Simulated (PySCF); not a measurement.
Computed IR spectrum (relative IR intensity) of a molecule C₂H₉NOSi. Geometry: PBE-D3(BJ)/def2-SVP. Other conformers were not sampled. Calculation: PBE-D3(BJ)/def2-SVP (PySCF). Frequencies are harmonic and unscaled.

```
ν (cm⁻¹)  relative intensity
--------  ------------------
215                      4.1
250                       17
282                      4.4
330                       16
371                       17
607                       24
645                      5.7
770                       25
812                       40
873                       24
886                       39
922                      100
1003                      41
1219                      36
1278                      28
1402                     4.2
1408                     4.5
1432                      10
2149                      54
2207                      48
2889                      32
2899                      50
2944                      39
2955                     2.9
3046                      12
3756                      22
```

Task: Which molecule gave these data?
A) CNC[SiH2]O
B) C[C@H](N)[SiH2]O
C) CCN[SiH2]O
D) CN(C)[SiH2]O

Result: D, CN(C)[SiH2]O
